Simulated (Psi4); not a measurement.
Process, species as SMILES: C=[SiH2] (CH2-SiH2) → C=[SiH-] + H+
B3LYP-D3(BJ)/def2-TZVP geometries, fixed; electronic energies without zero-point terms.
Largest species:
```
Si
C 1 1.7009
H 2 1.0823 1 122.25
H 2 1.0823 3 115.51 1 180.00
H 1 1.4730 2 122.63 3 0.00
H 1 1.4730 5 114.74 2 -180.00
```
Charge 0, spin multiplicity 1.

Effect of the treatment of two-electron integrals at M06-2X/def2-TZVP with Psi4, against the last row, where the deprotonation energy is 363.79 kcal/mol. The proton leaves the site shown, which need not be the most acidic.

```
setting       largest shift of a total energy (mEh)  shift of the deprotonation energy (kcal/mol)
------------  -------------------------------------  --------------------------------------------
scf_type: df                                 -0.028                                         0.007
scf_type: cd                                  0.045                                        -0.001
scf_type: pk                                  0.000                                         0.000
```

Within 0.02 kcal/mol in the deprotonation energy: scf_type: df; scf_type: cd. The largest shift is 0.045 mEh in a total energy and 0.007 kcal/mol in the difference.
